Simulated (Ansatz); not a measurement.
The cluster HfTe₂⁺. The state is a doublet with charge 1. Geometry B3LYP-D4/def2-TZVP; atoms count from 1.

```xyz
3

Hf   -0.193    0.812    0.856
Te   -0.224    0.876   -1.716
Te    0.417   -1.688    0.860
```

In the def2 sets Hf, Te take a core potential; there is no spin–orbit coupling. Another isomer (doublet) lies 0.05 eV lower at PBE0-D4/def2-TZVP.

Q: Estimate the Mulliken populations from the PBE0/def2-TZVP orbitals of Ansatz.

A: 
```tsv
atom	charge (e)	spin (α − β)	d electrons
Hf1	0.84	-0.27	2.26
Te2	0.08	0.63	–
Te3	0.08	0.63	–
```
Mulliken values depend strongly on the basis.

Q: Where does the spin sit?

A: Summed by element: Hf -0.27, Te 1.27, of 1 unpaired in all. Largest on single atoms: Te2 0.63, Te3 0.63, Hf1 -0.27.

Q: And the Mayer bond orders between heavy atoms (over 0.3)?

A: Hf1–Te2 2.16 (2.57 Å); Hf1–Te3 2.16 (2.57 Å).
